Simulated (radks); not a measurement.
The numbers below are computed, except where a source is named.
Problem. Successive ionisation energies (eV) of one element, from differences of total energies of ions in their ground configurations, starting at charge 22: 634.66, 680.04, 726.48, 773.96, 822.44, 1070.5, 1118.4, 1166.8, 1215.6, 1264.7, 1327.5, 1378.7, 1430.4, 1482.4, 1534.8, 1775.7, 1827.7, 1879.3, 1946.0, 1999.6, 2052.5, 2266.5. Level of theory: scalar-relativistic Kohn-Sham, BLYP, spin-polarised, spherical densities, finite nucleus; open shells are filled with parallel spins first (spin-orbit coupling, left out, can overturn this in heavy ions); Fermi nuclear charge, rms radius 5.3507 fm (a radial shooting solver on a logarithmic mesh with Libxc functionals). Which element is it?

Solution. Tantalum (Z = 73). The first species listed is Ta22+ in [Kr] 4d10 4f5, the last Ta43+ in [Ar] 3d10 4s2.
